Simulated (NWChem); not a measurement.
CCuIO; SMILES [O+]#[C-]->[Cu][I]

```xyz
4

Cu     0.0176    -0.9529    -0.0016
I     -0.0036     1.4385     0.0004
O     -0.0291    -3.9122    -0.0006
C     -0.0034    -2.7833    -0.0004
```
Atoms are numbered in this order, from 1.

Level: PBE0/def2-SVP with def2 effective core potentials on I (NWChem), optimised geometry, unscaled harmonic frequencies. def2 effective core potentials on I; no spin-orbit coupling.

List the harmonic frequencies with IR intensities, and the thermochemistry.


```
frequency (cm⁻¹)  IR intensity (km/mol)
----------------  ---------------------
57                                  1.7
225                                18.2
336                                 0.7
340                                 0.7
436                                 4.4
2273                              719.1
```

| Quantity | Result |
|---|---|
| zero-point energy | 5.2 kcal/mol |
| thermal correction to the enthalpy at 298.15 K (with zero-point energy) | 9.1 kcal/mol |
| heat capacity Cv | 14.3 cal/(mol K) |
| entropy at 298.15 K and 1 atm (symmetry number 1) | 72.9 cal/(mol K) |

Rigid rotor and harmonic oscillator; modes under 100 cm⁻¹ make the entropy uncertain.
